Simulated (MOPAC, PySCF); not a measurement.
H2Cl2Ge, SMILES `[GeH2]([Cl])[Cl]`, neutral singlet in the gas phase. 

Cartesian coordinates (Å):
SMILES: [Cl][GeH2][Cl]
```xyz
5

Cl    -1.7030     1.1217    -0.0929
Ge    -0.0046    -0.1761     0.0022
Cl     1.7593     1.0333     0.0659
H     -0.0847    -0.9717     1.3049
H      0.0330    -1.0073    -1.2801
```
Charge 0, spin multiplicity 1.

All levels are single points at this geometry (PBE0-D3(BJ)/def2-TZVP); Pople sets use spherical d functions. Orbital energies aren't observables, and empty levels follow the basis.

BP86/6-31G* in PySCF gives gap (eV) = 5.95.

**Question.** Estimate the gap (eV) from each of these levels: ωB97X-D3(BJ)/def2-TZVP in PySCF; B3LYP/6-31G* in PySCF; SVWN5/6-31G* in PySCF; HF/6-31G* in PySCF; PM3 in MOPAC.

**Answer.** 
```
level                            gap (eV)
-------------------------------  --------
ωB97X-D3(BJ)/def2-TZVP in PySCF     12.93
B3LYP/6-31G* in PySCF                7.75
SVWN5/6-31G* in PySCF                5.78
HF/6-31G* in PySCF                  15.07
PM3 in MOPAC                         9.31
```
